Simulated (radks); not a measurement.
Neutral gold inside a hard spherical wall (all orbitals vanish at R), configuration held at [Xe] 4f14 5d10 6s1 and not refilled when levels cross. Calculated with a radial shooting solver on a logarithmic mesh with Libxc functionals: scalar-relativistic Kohn-Sham, PBE, spin-unpolarised, spherical densities, point nucleus. Eigenvalues in eV, with the zero of energy where the potential of the charges vanishes at infinity; a dash marks a level that is unbound or too diffuse for the functional's potential to be trusted. A positive occupied level is held by the wall or, in an anion where self-interaction has pushed it up, behind a barrier. The pressure on the wall is -dE/dV.

R (bohr)  E (hartree)  kinetic (hartree)    e(4f)    e(5p)   e(5d)   e(6s)  e(6p, empty)  e(7s, empty)  pressure (GPa)
free      -19011.8709          21277.962  -81.122  -59.782  -6.877  -5.762             -             -               0
15        -19011.8709          21277.962  -81.122  -59.782  -6.877  -5.762        -0.758         0.383        < 0.0001
7         -19011.8660          21278.004  -80.892  -59.555  -6.665  -5.525         0.320         6.337           0.300
4         -19011.5595          21279.614  -75.770  -54.824  -2.315   0.498        10.824        41.878            70.8
3.5       -19011.1752          21281.359  -71.729  -51.297   1.098   5.877        18.761        64.226             221
2.5       -19007.4923          21296.454  -49.705  -33.285  21.064  43.172        68.572        183.13            3400
1.5       -18958.9243          21470.472   58.182   72.419  153.01  334.30        401.26        828.75          168000
